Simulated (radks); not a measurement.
Values are calculated unless marked as measured or tabulated.
Task: Valence configurations of Pd+ (all share [Kr]). Level of theory: scalar-relativistic Kohn-Sham, LDA (Slater exchange, Perdew-Wang correlation), spin-unpolarised, spherical densities, point nucleus (a radial shooting solver on a logarithmic mesh with Libxc functionals). Order these by energy: 4d8 5s1; 4d7 5s0.5 5p1.5; 4d7 5p2; 4d8.5 5p0.5; 4d9; 4d8 5p1; 4d7 5s2; 4d7.5 5s1.5; 4d8.5 5s0.5; 4d8 5s0.5 5p0.5.

Result: From the lowest, in eV above it: 4d9 0.000; 4d8.5 5s0.5 1.975; 4d8 5s1 4.416; 4d8.5 5p0.5 4.564; 4d8 5s0.5 5p0.5 7.115; 4d7.5 5s1.5 7.362; 4d8 5p1 9.848; 4d7 5s2 10.848; 4d7 5s0.5 5p1.5 19.756; 4d7 5p2 22.803. NIST lists [Kr] 4d9 as the ground configuration; this level of theory agrees among the configurations tried. The energies are those of spherical spin-averaged densities, not of single terms.
